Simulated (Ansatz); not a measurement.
Ansatz (a program for electronic structure) input:

Ansatz 0.2 input:
```yaml
crystal:
  periodic: [false, false, false]
  atoms:
    - {symbol: Cd, position_ang: [0.00000000, 0.00000000, 0.00000000]}
    - {symbol: F, position_ang: [-0.00000000, -0.00000000, -1.93349430]}
    - {symbol: F, position_ang: [0.00000000, 0.00000000, 1.93349430]}
basis:
  gaussian:
    orbitals: def2-TZVPD
hamiltonian:
  xc: {name: B2PLYP}
total_charge: 1
magnetization: {spin_polarized: true, initial_magnetization: 1}
correlation: {electrons: outside_noble_gas}
```

Question: What final total energy does it print?

Answer: -366.79196 Eh (B2PLYP/def2-TZVPD). The basis has 120 functions.

This state (charge 1, doublet) is run at the relaxed geometry of the species with charge 0 and multiplicity 1.
